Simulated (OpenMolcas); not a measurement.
What dynamic correlation does to the levels of B²⁺

* Program: OpenMolcas
* Basis: ANO-L-VTZP [4s3p2d1f]
* Scalar Hamiltonian: non-relativistic, point nucleus
* Active space: 1 electron in 4 orbitals (2s 2p)
* State averaging: 2S+1 = 2 even, 1 root; 2S+1 = 2 odd, 3 roots
* Spin-orbit coupling: state interaction with AMFI integrals over the reference wave functions, term energies averaged over their components

Methods on the same reference wave functions:
A. CASSCF
B. SS-CASPT2, IPEA 0.25 Eh, imaginary shift 0.1 Eh (closed shells correlated: 1s)

Energies in cm-1 above 2s 2S 1/2, the measured ground level; measured values from Moore, Atomic Energy Levels, vol. I, NSRDS-NBS 35 (1971 reprint of NBS Circular 467, 1949).

```
     Level      A      B  Measured
 2s 2S 1/2    0.0    0.0       0.0
2p 2P* 1/2  50387  50285     48358
2p 2P* 3/2  50410  50308     48393
```

Deviations, from unrounded energies. A percentage is the sum of absolute deviations over the sum of measured energies, with the sign that they share, or ± where signs differ.

```json
{"Against measurement": "mean absolute deviation (cm-1)", "Levels": "2", "A": "2000", "B": "1900"}
{"Against measurement": "other configurations (%)", "Levels": "2", "A": "+4.2", "B": "+4.0"}
```

B lies closest to measurement on these levels. The largest miss of B in the table is 2p 2P* 1/2, by +1900 cm-1. The ranking rests on the paired levels alone, and a cruder setting can come out closer through cancelling errors.

The lowest spin-free term lies below A's lowest term by 0.001 hartree in B.

With one active electron the reference holds no correlation, so core polarisation is missing (holds for A). With one active electron, CASPT2 adds the correlation within the correlated inactive shells and between them and that electron, and leaves the splitting within a term as the reference gives it (holds for B). Measured partners are found by configuration, term and J. A level has none where our copy of the source lacks it or the pairing is in doubt (some pairs that miss far off the trend of their configuration count as doubtful), and it then counts in no deviation. Levels of configurations outside the active space are missing.

* marks odd parity.
